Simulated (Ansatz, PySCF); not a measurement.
Stepwise substitution at one centre (Ga Cl-Br). All species are isolated molecules in the gas phase. Strings in code marks are SMILES.

Quantity: vertical ionisation energy (energy after one electron is removed minus that of the parent at the parent's geometry), in eV.

Level 1: PBE0-D3(BJ)/def2-TZVP (PySCF)
Level 2: frozen-core MP2/cc-pVTZ // PBE0-D3(BJ)/def2-TZVP (Ansatz, a program for electronic structure)
Level 3: PBE/6-31G* // PBE0-D3(BJ)/def2-TZVP (PySCF)
Level 4: minus the HOMO energy of PBE0-D3(BJ)/def2-TZVP (PySCF)

```csv
species,level 1,level 2,level 3,level 4
`[Cl][Ga]([Cl])[Br]`,11.10,11.48,10.56,9.01
```
